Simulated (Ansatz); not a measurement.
CH₅Cl₂InSe (`[CH3][In-]([Cl])([Cl])[SeH2+]`), relaxed with RKS PBE-D4/def2-SVP in Ansatz from a rough embedded geometry. The force threshold is 0.03 eV/Å; the program also tests the step.

Total charge 0; spin multiplicity 1. In takes the def2 core potential.

Start:

```xyz
10

C    -1.001   -0.987   -0.588
In    0.900   -0.023   -0.328
Cl    2.455   -1.660    0.343
Cl    1.655    0.971   -2.373
Se    0.739    1.833    1.464
H    -1.408   -0.818   -1.611
H    -1.762   -0.478    0.125
H    -0.953   -2.018   -0.327
H    -0.062    0.857    2.430
H    -0.564    2.322    0.865
```

Task: By how much does the energy fall, and how many steps does the optimiser take? (Best estimate.)

Result: The calculation gave: 0.73 eV, in 7 steps.

Task: Which bonds change most? (An estimate is asked.)

Result: Ansatz gave: In2–Se5 from 2.585 to 2.935 Å; Se5–H9 from 1.589 to 1.488 Å; C1–H7 from 1.160 to 1.107 Å; C1–H8 from 1.064 to 1.106 Å.

Task: Give the relaxed structure. (An estimate is asked.)

Result: Computed: 
```xyz
10

C    -1.177   -1.125   -0.697
In    0.832   -0.323   -0.588
Cl    2.578   -1.436    0.611
Cl    1.677    1.225   -2.204
Se    0.864    1.796    1.443
H    -1.565   -0.977   -1.722
H    -1.817   -0.587    0.029
H    -1.150   -2.202   -0.448
H     0.128    1.109    2.539
H    -0.370    2.522    1.037
```
